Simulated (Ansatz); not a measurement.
Relaxation of CH9AlOSi2 (14 atoms, charge 0, multiplicity 1), to a largest force component of 0.02 eV/Å in at most 50 steps.

Method: RKS B3LYP-D4/def2-SVP in Ansatz 0.2.0.

```xyz
14
Properties=species:S:1:pos:R:3:forces:R:3
C -1.560 0.633 -0.288 -1.42 2.55 -0.94
Si -0.150 -0.460 -0.045 1.26 0.02 2.24
Al -0.852 -2.238 1.332 0.38 -1.08 0.98
O 1.207 0.403 0.735 -1.50 -0.75 -1.82
Si 2.014 1.198 -0.516 0.08 1.13 1.06
H -2.448 0.119 -0.743 0.53 0.17 0.32
H -1.300 1.505 -0.982 -0.35 -0.87 0.63
H -1.884 1.118 0.670 0.11 -0.41 -0.45
H 0.281 -1.019 -1.289 0.57 -0.25 -1.31
H 0.227 -3.380 1.764 -0.39 0.21 -0.10
H -2.329 -2.299 1.911 -0.07 -0.06 -0.03
H 2.599 0.240 -1.428 0.27 -0.48 -0.68
H 1.094 2.183 -1.225 0.28 -0.43 0.08
H 3.091 1.967 0.133 0.26 0.23 0.01
```

Problem. Where does it end, and by what steps?

Solution. It converged. The force dipped under the threshold on the way, but the program's further checks kept it going. After 16 steps the energy has fallen by 0.751 eV; H13 moved furthest, 0.81 Å. Parted: Si2–Si5.

| step | energy less start (eV) | largest force component (eV/Å) | accepted |
| --- | --- | --- | --- |
| 0 | 0.0000 | 2.555 | yes |
| 1 | -0.4946 | 1.416 | yes |
| 2 | -0.6166 | 0.725 | yes |
| 3 | -0.6874 | 0.303 | yes |
| 4 | -0.7228 | 0.306 | yes |
| 5 | -0.7393 | 0.293 | yes |
| 6 | -0.7468 | 0.107 | yes |
| 7 | -0.7493 | 0.032 | yes |
| 8 | -0.7500 | 0.026 | yes |
| 9 | -0.7501 | 0.024 | yes |
| 10 | -0.7502 | 0.029 | yes |
| 11 | -0.7505 | 0.007 | yes |
| 12 | -0.7506 | 0.017 | yes |
| 13 | -0.7508 | 0.043 | yes |
| 14 | -0.7510 | 0.026 | yes |
| 15 | -0.7512 | 0.011 | yes |
| 16 | -0.7515 | 0.020 | yes |

```xyz
14
Properties=species:S:1:pos:R:3
C -1.822 0.691 -0.408
Si -0.413 -0.553 -0.249
Al -0.712 -2.230 1.536
O 1.009 0.269 0.113
Si 2.245 1.217 -0.449
H -2.762 0.172 -0.664
H -1.611 1.426 -1.203
H -1.983 1.242 0.533
H -0.250 -1.211 -1.593
H 0.546 -2.998 2.138
H -2.152 -2.584 2.120
H 2.926 0.564 -1.608
H 1.735 2.551 -0.889
H 3.231 1.416 0.650
```

Run time: 73 s on 2 threads of Arm Neoverse V1, on a shared host, peak memory 0.31 GiB.
